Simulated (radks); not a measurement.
Results of a calculation; reference values are marked as such.
Valence configurations of the antimony ion Sb+ (all share [Kr]). Code: a radial shooting solver on a logarithmic mesh with Libxc functionals. Model: Dirac Kohn-Sham, BLYP, spin-unpolarised, spherical densities, finite nucleus; open shells fill j = l - 1/2 first; Fermi nuclear charge, rms radius 4.6802 fm. Energies are relative to 4d10 5s2 5p2; eigenvalues in eV.

valence	E (eV)	e(4d3/2)	e(4d5/2)	e(5p1/2)	e(5p3/2)	e(5s1/2)
4d10 5s2 5p2	0.000	-42.136	-40.889	-12.225	-	-20.317
4d10 5s1 5p3	8.938	-43.630	-42.378	-12.929	-12.157	-21.207
4d8 5s1 5p5	79.115	-56.280	-54.907	-15.956	-14.925	-25.502
4d9 5s2 5p3	31.850	-48.570	-47.262	-13.818	-12.954	-22.590
4d10 5p4	18.094	-45.057	-43.800	-13.592	-12.784	-
4d9.5 5s2 5p2.5	15.311	-45.359	-44.081	-13.031	-12.233	-21.469
4d10 5s1.5 5p2.5	4.441	-42.892	-41.642	-12.582	-11.830	-20.769
4d9 5s1 5p4	41.586	-49.961	-48.649	-14.468	-13.567	-23.401
4d8 5s2 5p4	68.627	-54.970	-53.601	-15.348	-14.351	-24.750
4d7 5s2 5p5	110.36	-61.349	-59.919	-16.830	-15.703	-26.824

NIST lists [Kr] 4d10 5s2 5p2 as the ground configuration; this level of theory agrees among the configurations tried. The energies are those of spherical spin-averaged densities, not of single terms.
